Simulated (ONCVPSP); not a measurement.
**beryllium: ONCV pseudisation with PBE, non-relativistic reference atom.**

Input for ONCVPSP 4.0.1:

```
# ATOM AND REFERENCE CONFIGURATION
# atsym  z   nc   nv     iexc    psfile
  Be 4.00    1    1        4      upf
#
#   n    l    f
    1    0    2.00
    2    0    2.00
#
# PSEUDOPOTENTIAL AND OPTIMIZATION
# lmax
    1
#
#   l,   rc,      ep,       ncon, nbas, qcut
    0    2.20    0.00    4    8    3.70
    1    1.85    0.13    3    7    5.40
#
# LOCAL POTENTIAL
# lloc, lpopt,  rc(5),   dvloc0
    4    2    1.20    6.00
#
# VANDERBILT-KLEINMAN-BYLANDER PROJECTORs
# l, nproj, debl
    0    2    0.70
    1    1    1.20
#
# MODEL CORE CHARGE
# icmod, fcfact, rcfact
    3    2.50    1.00
#
# LOG DERIVATIVE ANALYSIS
# epsh1, epsh2, depsh
   -2.00    5.00    0.02
#
# OUTPUT GRID
# rlmax, drl
    6.00    0.01
#
# TEST CONFIGURATIONS
# ncnf
    4
# nvcnf
#   n    l    f
    1
    2    0    1.00
#
    1
    2    0    1.50
#
    2
    2    0    1.00
    2    1    1.00
#
    2
    2    0    0.00
    2    1    1.00
#
```

Command:

```bash
oncvpspnr.x < Be.dat > Be.out
```

Resulting log (shortened: citation, most of the input echo, consistency checks and plot data are left out):

```
ONCVPSP  (Optimized Norm-Conservinng Vanderbilt PSeudopotential)
scalar-relativistic version 4.0.1

#   n    l    f        energy (Ha)
    1    0    2.00    -3.9026103E+00
    2    0    2.00    -2.0612042E-01

Reference configufation results
  iterations    22
  all-electron total energy (Ha)   -1.46299454D+01

Begin loop to  construct optimized pseudo wave functions
and semi-local pseudopoentials for all angular momenta

   Wellstate for l =  0  n =  3
     eigenvalue =   0.4939
     asymptotic potential =   0.9939
     half-point radius =  4.6420

Calculating optimized projector #   1

 for l=   0

    Fraction of norm inside rc  0.418543
    Optimizing pswf for qcut=   3.70 a_B^-1,  ecut=   6.84 Ha
    Residual kinetic energy error=  6.84D-05 Ha

    Energy error per electron        Cutoff
         Ha          eV             Ha
         0.01000     0.27211        2.01
         0.00100     0.02721        4.67
         0.00010     0.00272        6.70
         0.00001     0.00027       28.33

Calculating optimized projector #   2

 for l=   0

    Fraction of norm inside rc  0.242143
    Optimizing pswf for qcut=   3.70 a_B^-1,  ecut=   6.84 Ha
    Residual kinetic energy error=  2.49D-04 Ha

    Energy error per electron        Cutoff
         Ha          eV             Ha
         0.01000     0.27211        3.35
         0.00100     0.02721        5.59
         0.00010     0.00272        7.86
         0.00001     0.00027       21.12

WARNING wellstate: moderately localized bound state found for n= 2 l=  1
WARNING scattering state with energy  0.05000000
WARNING will be used for the first projector

   Wellstate for l =  1  n =  2
     eigenvalue =   0.0500
     asymptotic potential =   0.5500
     half-point radius =  2.9998

Calculating optimized projector #   1

 for l=   1

    Fraction of norm inside rc  0.462759
    Optimizing pswf for qcut=   5.39 a_B^-1,  ecut=  14.53 Ha
    Residual kinetic energy error=  1.44D-05 Ha

    Energy error per electron        Cutoff
         Ha          eV             Ha
         0.01000     0.27211        6.25
         0.00100     0.02721        9.74
         0.00010     0.00272       12.38
         0.00001     0.00027       16.65

Construct Vanderbilt / Kleinmman-Bylander projectors

B matrix Hermiticity error, ll=   0
   1   2    2.9917E-09

  Orthonormal projector coefficients -4.5444E+00  7.9179E-01

Model core correction analysis
  based on d2Exc/dn_idn_j

d2excae - all-electron derivatives

   -4.635649D-02

d2excps - pseudofunction derivatives with no core correction

   -4.796850D-02

rms 2nd derivative error    1.612013E-03

rmatch, rhocmatch    1.0210    0.2704

Teter function model core charge with specified parameters

d2excps - pseudofunction derivatives with core correction

   -4.798724D-02

rms 2nd derivative error    1.630750E-03

Pseudoatom total energy   -1.001261

Diagnostic tests using Vanderbilt-Kleinman-Bylander pseudopotentials
  1 or more projectors used as specified by nproj input data

   l    rcore       rmatch      e in        delta e   norm test  slope test

   0   2.2088160   2.2758804  -0.2061204   0.0000000   1.0000000   1.0000001
   0   2.2088160   2.2758804   0.4938796  -0.0000000   1.0000000   1.0000000

   1   1.8570265   1.9134098   0.0500000  -0.0000277   0.9999983   0.9999983

 Testing for bound ghosts
   n   l    E NL Schr. Eq   E Basis Diag.   E Cutoff

   1   0       -0.206120       -0.201796     53.47

   2   1       -0.074180       -0.042658     44.39

 Testing for highly-localized positive-energy ghosts
       l    <radius>/rc     E Basis Diag.   E Cutoff

Test configuration 0

   n   l     f        eae           eps        diff
   1   0  2.0000   -3.90261027
   2   0  2.0000   -0.20612042   -0.20612042    3.17D-09

    Total energies and differences
      AE_ref= -1.46299454D+01  AE_tst= -1.46299454D+01  dif=  0.00D+00
      PS_ref= -1.00126147D+00  PS_tst= -1.00126147D+00  dif= -2.44D-15
      PSP excitation error=  2.44D-15

Test configuration 1

   n   l     f        eae           eps        diff
   1   0  2.0000   -4.32791301
   2   0  1.0000   -0.50339663   -0.50237640    1.02D-03

    Total energies and differences
      AE_ref= -1.46299454D+01  AE_tst= -1.42790255D+01  dif=  3.51D-01
      PS_ref= -1.00126147D+00  PS_tst= -6.50613183D-01  dif=  3.51D-01
      PSP excitation error=  2.72D-04

Test configuration 2

   n   l     f        eae           eps        diff
   1   0  2.0000   -4.10027285
   2   0  1.5000   -0.34898548   -0.34882276    1.63D-04

    Total energies and differences
      AE_ref= -1.46299454D+01  AE_tst= -1.44917606D+01  dif=  1.38D-01
      PS_ref= -1.00126147D+00  PS_tst= -8.63104090D-01  dif=  1.38D-01
      PSP excitation error=  2.74D-05

Test configuration 3

   n   l     f        eae           eps        diff
   1   0  2.0000   -3.95471532
   2   0  1.0000   -0.22649161   -0.22681635   -3.25D-04
   2   1  1.0000   -0.09316951   -0.09337400   -2.04D-04

    Total energies and differences
      AE_ref= -1.46299454D+01  AE_tst= -1.44972675D+01  dif=  1.33D-01
      PS_ref= -1.00126147D+00  PS_tst= -8.68501461D-01  dif=  1.33D-01
      PSP excitation error= -8.21D-05

Test configuration 4

psatom: WARNING lschvkbb convergence error n,l,iter=   2   1   2
ea(ii),et,emin,emax -6.370261E-01 -5.733235E-01 -5.733235E-01 -5.733235E-01
run_config: WARNING for fully non-local PS atom, stg. 2
 WARNING no output for configuration 5
```

oncvpspnr.x prints “scalar-relativistic version” in its banner although the run is non-relativistic.

The run took about 1.4 s on one core of a shared server CPU.
